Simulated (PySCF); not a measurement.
C6H5F, SMILES C(C(=C=C)F)#CC.

Geometry optimised at B3LYP-D3(BJ)/def2-SVP. This is a generated structure with no PubChem entry under its InChIKey; it may be hypothetical.

Vertical ionisation energy (IE) and electron affinity (EA) in eV. Rows of orbital energies are one-electron estimates. Where ΔSCF, EOM or ADC give a negative EA the extra electron is unbound and the value depends on the basis.

```csv
level,IE,EA
"−ε(HOMO), −ε(LUMO), ωB97X/def2-TZVP (PySCF)",8.94,-1.30
"−ε(HOMO), −ε(LUMO), PBE/def2-TZVP (PySCF)",[?],[?]
```

Q: Fill in the missing entries. (The exact figures need the calculation; the answer reports its results.)

A: 
- −ε(HOMO), −ε(LUMO), PBE/def2-TZVP (PySCF), IE: 5.62
- −ε(HOMO), −ε(LUMO), PBE/def2-TZVP (PySCF), EA: 1.87
